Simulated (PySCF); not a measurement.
## A computed series [MF3(NH3)]+

Computed with PySCF 2.14.0, PBE0, def2-SVP on the ligands, density fitting, scalar-relativistic core potentials, no spin-orbit coupling, vacuum. Each member is relaxed from one template within its symmetry. Distances are means of the shortest metal–ligand contacts, charges and spins Mulliken's; removal energies are rigid, with the ligand's formal charge and no counterpoise, so too large; for an anion taken off a cation in vacuum most of it is the attraction of opposite charges, and multiply charged cations can part far more cheaply with an electron moved from ligand to metal. lcecp potentials hold a fixed number of 4f electrons in the core, out of states, spins and gaps.

```csv
metal,basis on the metal,point group,M–F (Å),M–NH3 (Å),charge on M (e),removal of one F (eV),"strongest infrared band, degenerate modes summed (cm⁻¹)",unstable modes (below −25 cm⁻¹)
Ce,lcecp-2-SVP with ECP46,C3v,1.995,2.513,1.83,17.27,675,0
Pb,def2-SVP with ECP60,C3,1.988,2.307,1.51,17.74,3547,0
```

Question: Order these by the M–F distance, lowest first.
A. Dy, lcecp-2-SVP with ECP54
B. Hf, def2-SVP with ECP60
C. Tb, lcecp-2-SVP with ECP53
D. Nd, lcecp-2-SVP with ECP48
E. Pr, lcecp-2-SVP with ECP47

Answer: B (1.878), A (1.915), C (1.923), D (1.976), E (1.989).

Question: What else do they give?

Answer: 
```csv
metal,basis on the metal,point group,M–F (Å),M–NH3 (Å),charge on M (e),removal of one F (eV),"strongest infrared band, degenerate modes summed (cm⁻¹)",unstable modes (below −25 cm⁻¹)
Pr,lcecp-2-SVP with ECP47,C3v,1.989,2.490,1.72,17.41,683,0
Nd,lcecp-2-SVP with ECP48,C3v,1.976,2.466,1.74,17.48,689,0
Tb,lcecp-2-SVP with ECP53,C3v,1.923,2.371,1.68,17.95,706,0
Dy,lcecp-2-SVP with ECP54,C3v,1.915,2.357,1.64,18.03,705,0
Hf,def2-SVP with ECP60,C3v,1.878,2.272,1.54,18.44,726,0
```

From Ce to Dy the M–F distance shrinks by 0.08 Å, the lanthanide contraction, and the energy to remove one F rises by 0.76 eV.

Moved off a saddle point of the template and relaxed again: Pb. One start shape was tried for each, so a minimum needn't be the lowest isomer. Oxidation states forced by the potential, rare, strongly oxidising or of another configuration in reality: [PrF3(NH3)]+, [NdF3(NH3)]+, [TbF3(NH3)]+, [DyF3(NH3)]+.
